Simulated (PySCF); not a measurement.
Excitations are Tamm–Dancoff values on a coarser integration grid. The basis has no diffuse functions, so Rydberg states are missing or too high.

Cartesian coordinates (Å):
SMILES: O=C([SiH]=C)O
```xyz
9

C     -1.5491    -0.1820    -1.1091
Si    -0.6124     0.6636     0.0275
C      1.1258     0.0991     0.5529
O      1.7852     0.7044     1.3564
O      1.5462    -1.0243    -0.0469
H     -1.1829    -1.0876    -1.5788
H     -2.5383     0.1426    -1.4104
H     -1.0096     1.8990     0.7259
H      2.4352    -1.2147     0.2939
```
Charge 0, spin multiplicity 1.

Q: Give the S1–T1 gap (TDA), dipole moment, LUMO, S1 excitation (TDA) and HOMO at the level PBE-D3(BJ)/def2-TZVP // PBE0-D3(BJ)/def2-TZVP in PySCF 2.14.0.

A: 
```json
{
  "S1–T1 gap (TDA)": "1.59 eV",
  "dipole_moment": "1.03 D",
  "LUMO": "-2.89 eV",
  "S1 excitation (TDA)": "3.94 eV",
  "HOMO": "-5.96 eV"
}
```
